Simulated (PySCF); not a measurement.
A made-up structure of NaSnH3, closed shell:

| atom | x (Å) | y (Å) | z (Å) |
| --- | --- | --- | --- |
| Na1 | -2.7584 | 0.3660 | 0.2876 |
| Sn2 | 0.1075 | -0.0156 | -0.0146 |
| H3 | 0.7975 | 0.4105 | -1.5483 |
| H4 | 0.7086 | -1.6304 | 0.1882 |
| H5 | -4.6621 | -0.0319 | -0.0263 |

It is relaxed with PBE-D4/def2-SVP and then PBE0-D4/def2-TZVP (PySCF 2.14 with density fitting (its default auxiliary sets; JK sets also for MP2 and CCSD(T))). Atoms count as bonded within 1.22 times the sum of their covalent radii (H–H: 0.88 Å). The end point is not checked to be a true minimum.

**Question.** Does its bonding change? (A judgement: the text doesn't fix the answer.)

**Answer.** By the calculation: Yes. Formed: Sn2–H5; broken: none.

Where it ends: The first stage lowers the energy by 1.71 eV in 26 steps. It ends as NaSnH₃ ([H]1[Na][SnH2]1):
```xyz
5
angstrom
Na -2.5968 1.2844 1.2078
Sn -0.5613 -0.0764 -0.1469
H -0.1775 0.1013 -1.8303
H -0.1143 -1.7336 0.1104
H -2.3372 -0.4382 -0.4310
```

Labels in which every atom is bracketed show which atoms are joined, not bond orders.

For scale, one of the runs: PBE0-D4/def2-TZVP relaxation, 100 basis functions, launched by `OMP_NUM_THREADS=2 python run.py`. The run took 25 s on 2 CPU threads of an Intel Xeon Platinum 8375C (shared host), with 0.98 GiB of host memory at its peak.
